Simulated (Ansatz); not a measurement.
# CBF2O: where a starting geometry ends

The starting geometry of this gas-phase doublet was optimised with GFN2-xTB; its bonds are those of `F[B-]1(F)[C]=[O+]1`.

```xyz
5

C    -0.1731   -0.8641    0.1467
B    -1.0454   -0.9790    1.4740
F    -2.3519   -0.7739    1.4342
F    -0.4947   -1.4085    2.5980
O    -0.1882    0.1914    0.7459
```

Problem. Where would you expect an optimisation with B3LYP/6-31G* to take it?

Solution. A bond breaks, leaving `O=[C]B(F)F`. Contacts that open: B2–O5 (1.62 → 2.67 Å).

The energy falls by 1.23 eV over 19 steps:

```csv
step,E − E(last) (eV)
1,1.230
3,1.160
5,1.060
7,0.833
9,0.396
11,0.087
13,0.016
15,0.003
17,0.000
19,0.000
```

Final geometry (Å):

```
atom    x (Å)    y (Å)    z (Å)
   C  -0.3171  -0.2963   0.6854
   B  -1.1806  -1.0576   1.6474
   F  -2.5003  -1.0653   1.4743
   F  -0.6120  -1.7116   2.6577
   O   0.3567   0.2967  -0.0661
```

The end wasn't checked by frequencies. Open shells are spin-unrestricted. Run with Ansatz 0.2.0, 79 s on 1 thread of Arm Neoverse V1, with other jobs on the host.
